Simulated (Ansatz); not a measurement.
Ansatz (an electronic-structure program) input (PBE/def2-TZVPD):

Ansatz 0.2 input:
```yaml
crystal:
  periodic: [false, false, false]
  atoms:
    - {symbol: C, position_ang: [1.85178021, 0.02775640, -1.04315612]}
    - {symbol: Ga, position_ang: [0.01689800, 0.06534889, -0.33288973]}
    - {symbol: C, position_ang: [-1.74051153, 0.39710113, -1.15395056]}
    - {symbol: Cl, position_ang: [-0.09201668, -0.35245532, 1.81590432]}
    - {symbol: H, position_ang: [1.87880312, 0.20440189, -2.11781562]}
    - {symbol: H, position_ang: [2.44825751, 0.79031394, -0.53979594]}
    - {symbol: H, position_ang: [2.30380764, -0.94094555, -0.82563275]}
    - {symbol: H, position_ang: [-2.34984751, -0.50476405, -1.07390546]}
    - {symbol: H, position_ang: [-2.25234141, 1.19035458, -0.60771156]}
    - {symbol: H, position_ang: [-1.65584597, 0.67741869, -2.20329057]}
basis:
  gaussian:
    orbitals: def2-TZVPD
hamiltonian:
  xc: {name: PBE}
output: {forces: true}
```

Output:

```
Functional definition: PBE
integrals: 0.18 GiB planned
1310 factors; their error is unknown
0.35 GiB of the device are held for the grids
1.30 GiB of device memory are held for the factors and their scratch space
mean field: 1.04 GiB planned
mean field evaluation 1: about -67040.5089 eV, gradient 9.6e1 eV
mean field evaluation 2: about -67011.7672 eV, gradient 1.4e2 eV
mean field evaluation 4: about -67059.3826 eV, gradient 1.1e1 eV
mean field evaluation 8: about -67059.5928 eV, gradient 1.3e-1 eV
mean field evaluation 16: about -67059.5449 eV, gradient 3.5e-4 eV
mean field -67059.54485473 eV, -2464.3928188192 hartree, gradient 6.8e-5 eV, S^2 0.000000; 0 other end points of the search recorded, 0 dependent functions left out
the calculation of the forces begins
reference -67059.54491606 eV, -2464.3928210731 hartree; 33, 33 occupied and 195, 195 virtual orbitals, 1310 factors
Total energy: -67059.54491606 eV, -2464.3928210731 hartree
Atom 0 at     1.851780     0.027756    -1.043156 Å, force    -0.210800     0.006038     0.067541 eV/Å
Atom 1 at     0.016898     0.065349    -0.332890 Å, force     0.001360     0.004883    -0.027395 eV/Å
Atom 2 at    -1.740512     0.397101    -1.153951 Å, force     0.203328    -0.032627     0.081329 eV/Å
Atom 3 at    -0.092017    -0.352455     1.815904 Å, force    -0.002223    -0.008524     0.043241 eV/Å
Atom 4 at     1.878803     0.204402    -2.117816 Å, force    -0.005097     0.044777    -0.263849 eV/Å
Atom 5 at     2.448258     0.790314    -0.539796 Å, force     0.141733     0.186520     0.129721 eV/Å
Atom 6 at     2.303808    -0.940946    -0.825633 Å, force     0.106795    -0.238835     0.059641 eV/Å
Atom 7 at    -2.349848    -0.504764    -1.073905 Å, force    -0.145287    -0.222863     0.026040 eV/Å
Atom 8 at    -2.252341     1.190355    -0.607712 Å, force    -0.122270     0.193601     0.140792 eV/Å
Atom 9 at    -1.655846     0.677419    -2.203291 Å, force     0.032462     0.067029    -0.257062 eV/Å
Dipole moment:     0.029919     0.114429    -0.591024 e Å
```
